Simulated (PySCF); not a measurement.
Computed vibrations of Yb(NH2)3

Yb(NH2)3 (singlet in the valence; each metal's 4f electrons, 13 of them, lie in its core potential, out of spins and levels). PySCF 2.14.0, RKS BP86, Yb lcecp-1-SVP with ECP59, N def2-SVP, H def2-SVP; non-relativistic Hamiltonian with scalar-relativistic core potentials where named; density fitting; no spin-orbit coupling. Central differences of gradients.

```xyz
10

Yb    0.0000    0.0000    0.0000
N     2.1651    0.0000    0.0000
H     2.8007    0.0000    0.8114
H     2.8007    0.0000   -0.8114
N    -1.0826    1.8750    0.0000
H    -1.4004    2.4255    0.8114
H    -1.4004    2.4255   -0.8114
N    -1.0825   -1.8750    0.0000
H    -1.4003   -2.4255    0.8114
H    -1.4003   -2.4255   -0.8114
```

Run from Python with OMP_NUM_THREADS=2. Where DIIS fails, smearing, a level shift and second-order steps follow.
It took 47 s on 2 threads of Arm Neoverse V1 (shared host).

**Question.** What are the harmonic wavenumbers and infrared intensities?

**Answer.** Modes are labelled in D3h; negative numbers are unstable modes, those under 60 cm⁻¹ near the noise; a finer grid moves soft modes by up to 10 cm⁻¹.
```json
{"cm⁻¹": "-462", "km/mol": "–", "symmetry": "e''"}
{"cm⁻¹": "-462", "km/mol": "–", "symmetry": "e''"}
{"cm⁻¹": "-434", "km/mol": "–", "symmetry": "a1''"}
{"cm⁻¹": "-73", "km/mol": "–", "symmetry": "a2''"}
{"cm⁻¹": "126", "km/mol": "0.0", "symmetry": "e'"}
{"cm⁻¹": "126", "km/mol": "0.0", "symmetry": "e'"}
{"cm⁻¹": "310", "km/mol": "0.0", "symmetry": "e''"}
{"cm⁻¹": "310", "km/mol": "0.0", "symmetry": "e''"}
{"cm⁻¹": "329", "km/mol": "176.2", "symmetry": "a2''"}
{"cm⁻¹": "350", "km/mol": "0.0", "symmetry": "a2'"}
{"cm⁻¹": "384", "km/mol": "249.4", "symmetry": "e'"}
{"cm⁻¹": "384", "km/mol": "249.4", "symmetry": "e'"}
{"cm⁻¹": "510", "km/mol": "131.1", "symmetry": "e'"}
{"cm⁻¹": "510", "km/mol": "131.1", "symmetry": "e'"}
{"cm⁻¹": "535", "km/mol": "0.0", "symmetry": "a1'"}
{"cm⁻¹": "1480", "km/mol": "30.5", "symmetry": "e'"}
{"cm⁻¹": "1480", "km/mol": "30.5", "symmetry": "e'"}
{"cm⁻¹": "1483", "km/mol": "0.0", "symmetry": "a1'"}
{"cm⁻¹": "3406", "km/mol": "10.2", "symmetry": "e'"}
{"cm⁻¹": "3406", "km/mol": "10.2", "symmetry": "e'"}
{"cm⁻¹": "3407", "km/mol": "0.0", "symmetry": "a1'"}
{"cm⁻¹": "3473", "km/mol": "0.0", "symmetry": "e''"}
{"cm⁻¹": "3473", "km/mol": "0.0", "symmetry": "e''"}
{"cm⁻¹": "3474", "km/mol": "5.9", "symmetry": "a2''"}
```

**Question.** Is this a minimum?

**Answer.** No: 4 unstable; the lowest moves the atoms so:
```
Yb   0.00  0.00  0.00
N    0.00  0.00 -0.03
H   -0.03  0.36  0.00
H    0.03 -0.36  0.00
N    0.00  0.00  0.03
H   -0.20 -0.07  0.00
H    0.20  0.07  0.00
N    0.00  0.00 -0.01
H   -0.49  0.29  0.00
H    0.49 -0.29  0.00
```

An lcecp potential fixes the number of 4f electrons, so in runs with it no electron can move into or out of that shell.
